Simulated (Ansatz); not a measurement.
A nudged elastic band was laid between two geometries of H₄O₃Sn (8 atoms, charge 0, multiplicity 1).

All numbers below come from RKS PBE/def2-SVP in Ansatz 0.2.0.

| Quantity | Value |
| --- | --- |
| movable images | 5 |
| climbing image | yes |
| spring | 5.0 eV/Å² |
| optimiser | quadratic models (default) |
| start path | through a guess of the saddle point |
| force threshold | 0.2 eV/Å |
| iteration limit | 60 |
| end points | relaxed |

Initial state:

```xyz
8
Properties=species:S:1:pos:R:3
Sn 0.026 -0.025 0.608
H -0.103 0.273 2.297
O 1.940 -0.519 0.265
H 2.135 -0.385 -0.684
O -0.501 1.558 -0.495
H -1.093 1.231 -1.203
O -1.179 -1.451 -0.136
H -0.790 -2.331 0.032
```

Final state:

```xyz
8
Properties=species:S:1:pos:R:3
Sn -1.012 0.351 0.843
H 1.772 -0.444 1.586
O 1.432 -0.024 0.772
H 1.046 -0.789 0.219
O -0.972 1.600 -0.742
H -0.619 1.106 -1.510
O -0.423 -1.292 -0.372
H -0.789 -2.158 -0.111
```

Problem. What changes between the two ends?

Solution. Bonds broken: Sn1–H2. Bonds formed: H2–O3.

Problem. What energy profile does the band end with?

Solution. It converged. The highest image is number 3 of 0 to 6, 143.9 kJ/mol above the first end and 249.8 kJ/mol above the last; the last end lies 105.9 kJ/mol below the first. The threshold of 0.2 eV/Å is loose, so the images may lie well off the minimum-energy path. Neighbouring images differ by up to 2.4 eV, so the band resolves the path poorly. Another band between the same ends (5 images) ends at a top of the same energy, where a vibrational analysis finds 1 clearly imaginary mode. The orbitals stay closed-shell, which can raise the energy where a bond breaks towards radicals; this wasn't checked here.

```json
{"image": "0", "path coordinate (Å)": "0.00", "energy (kJ/mol)": "0.0", "Sn1–H2 (Å)": "1.72", "H2–O3 (Å)": "2.99"}
{"image": "1", "path coordinate (Å)": "0.87", "energy (kJ/mol)": "4.5", "Sn1–H2 (Å)": "1.72", "H2–O3 (Å)": "2.96"}
{"image": "2", "path coordinate (Å)": "1.75", "energy (kJ/mol)": "34.3", "Sn1–H2 (Å)": "1.72", "H2–O3 (Å)": "2.66"}
{"image": "3", "path coordinate (Å)": "2.62", "energy (kJ/mol)": "143.9", "Sn1–H2 (Å)": "1.77", "H2–O3 (Å)": "1.69"}
{"image": "4", "path coordinate (Å)": "4.04", "energy (kJ/mol)": "-86.8", "Sn1–H2 (Å)": "2.69", "H2–O3 (Å)": "0.98"}
{"image": "5", "path coordinate (Å)": "5.45", "energy (kJ/mol)": "-95.4", "Sn1–H2 (Å)": "2.92", "H2–O3 (Å)": "0.98"}
{"image": "6", "path coordinate (Å)": "6.87", "energy (kJ/mol)": "-105.9", "Sn1–H2 (Å)": "2.99", "H2–O3 (Å)": "0.98"}
```

Problem. What is the geometry of the highest image?

Solution. 
```xyz
8
Properties=species:S:1:pos:R:3
Sn -0.264 0.063 0.590
H 0.985 -0.078 1.841
O 1.874 0.027 0.411
H 2.235 -0.832 0.101
O -0.874 1.622 -0.514
H -1.352 1.259 -1.289
O -0.970 -1.477 -0.515
H -1.198 -2.233 0.060
```

The band took 23 iterations and roughly 4 core-minutes.

The run took 2.2 min on 2 threads of Arm Neoverse V2, with other jobs on the host, peak memory 0.13 GiB.
